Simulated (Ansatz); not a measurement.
MnBr₂, relaxed as a doublet with UKS B3LYP-D4/def2-TZVP in Ansatz, starting from the B3LYP-D4/def2-TZVP geometry of the neutral sextet. Force threshold 0.02 eV/Å.

The charge 0 doublet is spin-contaminated (final ⟨S²⟩ up to 2.69, 0.75 for a pure state). The relaxation made no stability test and no search for a lower SCF solution. At B3LYP-D4/def2-TZVP a sextet of charge 0 lies 2.52 eV below the doublet, each at its own geometry.

Start:

Cartesian coordinates in Å:
```
Mn 0.0005 -0.0018 -0.0001
Br -1.4321 -0.2722 -1.8277
Br 1.4316 0.2740 1.8278
```

| step | energy (eV) | largest force component (eV/Å) | SCF passes |
| --- | --- | --- | --- |
| 1 | -171416.9665 | 0.354 | 214 |
| 2 | -171416.9775 | 0.001 | 36 |

Force components are those of the run's own axes.

End:

Cartesian coordinates in Å:
```
Mn 0.000 -0.001 0.000
Br -1.413 -0.269 -1.804
Br 1.413 0.270 1.804
```

By distances, no bond broke or formed. The bond that changes most is Mn1–Br2, from 2.34 to 2.31 Å (atoms count from 1).

No frequencies were taken in this run, so the end may be a saddle point.

Run time 24 s (4 threads of Arm Neoverse V2 on a shared host), peak host memory 0.91 GiB.
